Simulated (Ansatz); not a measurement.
`C[CH2][Al]([CH3])[SH]` + H₂O → `C[CH2][Al]([OH])[SH]` + CH₄  (formal hydrolysis of the Al–C bond)

Computed with Ansatz on PBE0-D4/def2-TZVP structures; ΔE is electronic, products minus reactants. CBS: MP2 limit from def2 TZ/QZ plus the TZ coupled-cluster correction, frozen cores. This one scheme is used for every species. Functionals use def2-TZVPP. B3LYP here is the variant with VWN-RPA as its local correlation; programs differ in this. Each species was taken in one conformer, which may not be the lowest.

(1) Is it downhill or uphill in electronic energy at CCSD(T)/CBS, and by how much? (Estimate.)

(2) What do these levels give: revPBE-D4, B3LYP-D4, r2SCANh-D4, ωB97M-V, LC-ωPBE, CCSD(T)/def2-TZVPP? (Best estimate.)

Largest T1 diagnostic among the species: 0.011.

## Answers

(1) The calculation gave: Downhill: ΔE = -1.44 eV.

(2) Ansatz gave: revPBE-D4 -1.37, B3LYP-D4 -1.51, r2SCANh-D4 -1.49, ωB97M-V -1.46, LC-ωPBE -1.46, CCSD(T)/def2-TZVPP -1.47 eV.

The D4 term adds +0.03 eV with B3LYP and +0.02 eV with PBE0; it sums over pairs of atoms, weighted by their polarisabilities, and B3LYP, whose exchange is more repulsive, gets the larger term. In def2-TZVPP, CCSD(T) changes the Hartree–Fock value by +0.15 eV (the triples alone add +0.02 eV) and MP2 by +0.12 eV. Leaving LDA and LC-ωPBE aside and taking each functional with its dispersion term where it has one, the values, not all of them listed here, spread over 0.17 eV, from B2PLYP to revPBE-D4.
